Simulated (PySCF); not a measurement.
# C₆ coefficients of unlike pairs at UHF

Calculated with PySCF 2.14 from the dipole response of each species, C₆(A,B) = (3/π) ∫ α_A(iu) α_B(iu) du, in atomic units, from isotropic polarisabilities. For ions this is the dispersion term alone; charge-induced terms of lower order in 1/R come first.

```tsv
species	configuration	basis	relativity	α (bohr³)	C₆ (like pair)
C	[He] 2s2 2p2 (3P)	def2-TZVPPD (6s3p3d1f)	none	11.85	45.65
Sb(2+)	[Kr] 4d10 5s2 5p1 (2P)	aug-cc-pVTZ-PP with ECP28MDF (6s5p4d2f)	core potential	16.91	102.4
Cr(3+)	[Ar] 3d3 (4F)	aug-cc-pVTZ-DK (8s7p5d3f2g)	spin-free X2C	1.960	4.918
Pt(3+)	[Xe] 4f14 5d7 (4F)	aug-cc-pVTZ-PP with one added diffuse shell each of s, p, d, f, g type with ECP60MDF (7s7p6d4f3g)	core potential	6.017	33.75
```

Estimate C₆ for Pt(3+) with C.

The integral gives 35.04. The combination rule 2 C_A C_B / (C_A α_B/α_A + C_B α_A/α_B) gives 34.38 and the geometric mean 39.26.

No spin-orbit coupling is included.

The other pairs:

| pair | C₆ |
| --- | --- |
| Cr(3+), Sb(2+) | 19.01 |
| Cr(3+), C | 12.41 |
| Pt(3+), Cr(3+) | 12.74 |
| Sb(2+), C | 68.28 |
| Pt(3+), Sb(2+) | 53.34 |
